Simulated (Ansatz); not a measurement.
CH$_{6}$BClOSi (`COB([SiH3])Cl`), relaxed with RKS PBE-D4/def2-SVP in Ansatz 0.2.0 from a rough embedded geometry. The force threshold is 0.03 eV/Å; the program also tests the step.

Charge 0, multiplicity 1.

Start:

```xyz
11

C    -0.755   -1.655   -0.457
O     0.512   -1.242    0.038
B     0.397    0.062    0.772
Si    0.751    1.672   -0.167
Cl    0.137    0.042    2.578
H    -1.172   -0.853   -1.114
H    -1.452   -1.789    0.435
H    -0.647   -2.584   -0.954
H    -0.524    2.519    0.015
H     1.837    2.390    0.430
H     0.916    1.437   -1.575
```

Q: By how much does the energy fall, and how many steps does the optimiser take? (An estimate is asked.)

A: Computed: 29.24 kcal/mol, in 28 steps, 1 of them rejected.

Q: Which bonds change most? (An estimate is asked.)

A: The calculation gave: O2–B3 from 1.501 to 1.347 Å; B3–Si4 from 1.898 to 2.030 Å; Si4–H10 from 1.432 to 1.508 Å; Si4–H11 from 1.436 to 1.506 Å.

Q: Give the relaxed structure. (Best estimate.)

A: The calculation gave: 
```xyz
11

C    -0.866   -1.959   -0.317
O    -0.242   -0.694   -0.532
B     0.049    0.234    0.400
Si    0.944    1.979   -0.125
Cl   -0.342   -0.031    2.132
H    -1.816   -1.985   -0.888
H    -1.071   -2.139    0.758
H    -0.196   -2.750   -0.709
H     0.075    3.145    0.275
H     2.253    2.127    0.609
H     1.214    2.072   -1.604
```
